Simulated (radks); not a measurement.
The numbers below are computed, except where a source is named.
Task: Ionisation of Re+, [Xe] 4f14 5d5 6s1, to Re2+, [Xe] 4f14 5d5, under several functionals. Scalar-relativistic Kohn-Sham, spin-polarised, spherical densities, point nucleus; open shells are filled with parallel spins first (spin-orbit coupling, left out, can overturn this in heavy ions); a radial shooting solver on a logarithmic mesh with Libxc functionals. Known Delta-SCF values: revPBE 17.123 eV; LDA (Slater exchange, Perdew-Wang correlation) 17.482 eV. What does RPBE give, and what is its highest occupied eigenvalue?

Result: 17.108 eV by Delta-SCF; the 6s eigenvalue is -13.503 eV. NIST: 16.6 eV (semi-empirical).
